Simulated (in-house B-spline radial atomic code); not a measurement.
Values are calculated unless marked as measured or tabulated.
## Impurity-limited mobility of n-type InAs at n = 3.7228e16 cm⁻³, compensation 0.3

For InAs the NSM archive of the Ioffe Institute lists m* = 0.023 m0 and ε = 15.15.

One parabolic, isotropic band at zero temperature, uniform dielectric constant, impurities scattering independently, no phonons and no central-cell term; real bands flatten as E_F rises, which lowers the mobility at the highest densities. In effective units each ion is a point charge Z in an electron gas; its screened potential is solved self-consistently in the LDA with open boundaries (B-splines, partial waves to l = 16), which gives the phase shifts δ_l at the Fermi level.

(1) Put the electron gas into effective units.

Self-consistent phase shifts (rad):

```csv
l,"donor, Z = +1","acceptor, Z = −1"
0,0.3934,-0.3527
1,0.1396,-0.1378
2,0.0589,-0.0611
3,0.0269,-0.0286
4,0.0127,-0.0137
5,0.0062,-0.0067
6,0.0031,-0.0033
7,0.0015,-0.0017
8,0.0008,-0.0008
```

With all partial waves the Friedel sums are 1.000 and -1.000, and Σ (l + 1) sin²(δ_l − δ_(l+1)) is 0.08021 for the donor and 0.06161 for the acceptor. The screened donor binds no level.

(2) Find the transport cross sections, and compare them with the Born approximation for Thomas-Fermi screening (Brooks-Herring).

(3) With N_A/N_D = 0.3 and n = N_D − N_A, what are the mobility and the resistivity?

Results:

(1) a* = 0.0529177 nm × 15.15/0.023 = 34.86 nm and Ha* = 27211.386 meV × 0.023/15.15² = 2.727 meV. From 4π (r_s a*)³/3 = 1/n, r_s = 0.533. Then k_F = 1.91916/r_s = 3.6007 per a*, E_F = k_F²/2 = 6.4824 Ha* = 17.7 meV, and Mott's number n^(1/3) a* = 1.164.

(2) σ_tr = (4π/k_F²) × sum: 0.07774 a*² for the donor and 0.05972 a*² for the acceptor. Thomas-Fermi gives q_s² = 4k_F/π = 4.5845, so b = 4k_F²/q_s² = 11.312, and σ_Born = (2π/k_F⁴)(ln(1 + b) − b/(1 + b)) = 0.03738 × 1.5918 = 0.0595 a*² for either sign. The donor scatters 1.31 times and the acceptor 1.00 times as much. Two things differ from Brooks-Herring. First order with Lindhard's response and the LDA kernel gives 1.18 times σ_Born for either sign: screening weakens at large momentum transfer, and the exchange-correlation potential of the screening charge adds to the ion's own, which is the larger part in a thin gas. Higher orders then split the signs, leaving the donor at 1.11 and the acceptor, which keeps the electrons out, at 0.85 of that.

(3) N_D = 5.32e16 and N_A = 1.6e16 cm⁻³. μ = e/(ħ k_F Σ N σ_tr), with e/ħ = 15.193 cm²/(V·s) per nm². Here k_F = 0.1033 nm⁻¹, a*² = 1215 nm², 1 cm⁻³ = 1e-21 nm⁻³, and Σ N σ_tr = 0.006181 nm⁻¹, a mean free path of 162 nm. So μ = 23800 cm²/(V·s) and ρ = 1/(n e μ) = 0.00705 Ω·cm. Brooks-Herring would give 29400 cm²/(V·s). k_F times the mean free path is 16.7.
